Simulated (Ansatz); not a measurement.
`[OH][Ga]([Br])[Br]` + H–F → `[F][Ga]([Br])[Br]` + H₂O at 700 K and 1 bar (ligand exchange at a Ga–O bond).

Calculated with Ansatz (gas phase, PBE0-D4/def2-TZVP geometries, no zero-point term in ΔE). CCSD(T)/CBS is the MP2 limit (def2-TZVPP, def2-QZVPP) plus CCSD(T) − MP2 in def2-TZVPP, frozen cores. This one scheme is used for every species. For Br, Ga outer-core shells are correlated without core-valence functions, which leaves a few kJ/mol of doubt a bond. Scalar relativity is left out up to krypton. One conformer a species, not always the lowest.

| species | CCSD(T)/CBS energy (Eh) | H − E (kJ/mol) | S (J/(mol·K)) |
| --- | --- | --- | --- |
| `[OH][Ga]([Br])[Br]` | -7146.50037 | 96.4 | 435.3 |
| H–F | -100.39570 | 45.2 | 198.5 |
| `[F][Ga]([Br])[Br]` | -7170.52286 | 59.7 | 414.0 |
| H₂O | -76.37941 | 80.5 | 218.4 |

H − E and S are ideal-gas, rigid-rotor, harmonic terms from PBE0-D4/def2-TZVP, for one conformer and one mirror image of each species. 1 Eh = 2625.50 kJ/mol, R = 8.31446 J/(mol·K).

Question: By hand: ΔE, ΔH, ΔS and ΔG.

Answer: ΔE = (-7170.52286) + (-76.37941) − (-7146.50037) − (-100.39570) = -0.00620 Eh = -16.3 kJ/mol. Δ(H − E) = 59.7 + 80.5 − 96.4 − 45.2 = -1.4, so ΔH = -17.7 kJ/mol. ΔS = 414.0 + 218.4 − 435.3 − 198.5 = -1.4 J/(mol·K). ΔG = -17.7 − 700 × (-1.4)/1000 = -16.7 kJ/mol.

Question: By hand: the equilibrium constant, and the temperature at which ΔG would vanish if ΔH and ΔS stayed fixed.

Answer: log₁₀ K = −ΔG/(RT ln 10) = 1.2. ΔG = 0 at ΔH/ΔS = 12643 K, far beyond where these terms or the molecules hold.

The number of gas molecules stays the same, so ΔS is small and ΔH decides. A doubt of 5 kJ/mol in ΔE shifts log₁₀ K by 0.4 here. Other conformers and mirror images would add mixing entropy, several J/(mol·K) or more a flexible species. These are equilibria of isolated gas molecules and say nothing of rates. Largest T1 diagnostic: 0.010 (customary marks: 0.02 for closed shells, 0.045 for open ones).
